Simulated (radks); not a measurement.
Ionisation of the bromine ion Br2+, [Ar] 3d10 4s2 4p3, to [Ar] 3d10 4s2 4p2 as the strength of local exchange is varied. All-electron calculation, Dirac Kohn-Sham, Slater X-alpha exchange (alpha = 2/3 is LDA exchange), no correlation, spin-unpolarised, spherical densities, finite nucleus; open shells are shared between the two j in proportion to 2j + 1; Fermi nuclear charge, rms radius 4.1629 fm. Program: a radial shooting solver on a logarithmic mesh with Libxc functionals.

alpha,E(Br2+) (hartree),exchange (hartree),IE (eV),-e of the level emptied (eV),<r> of it (bohr)
0.667,-2598.93515,-85.05383,32.809,26.820 (4p3/2),1.873
0.788,-2614.40783,-101.04500,34.657,28.578 (4p3/2),1.833
0.796,-2615.43386,-102.10833,34.781,28.697 (4p3/2),1.831
0.806,-2616.71692,-103.43854,34.936,28.845 (4p3/2),1.828
0.969,-2637.71380,-125.28640,37.516,31.309 (4p3/2),1.778

NIST Atomic Spectra Database: 34.87 eV (measured). The Delta-SCF value meets it near alpha = 0.80. Spin polarisation and multiplet splitting are left out, so open shells lie too high by an amount that depends on their filling. Sharing an open shell by 2j + 1 raises it above the true ground level by a part of the spin-orbit splitting, which enters the differences from NIST.

Beside tabulated values, note that spin-unpolarised runs miss the spin-polarisation part of the exchange energy of open shells.
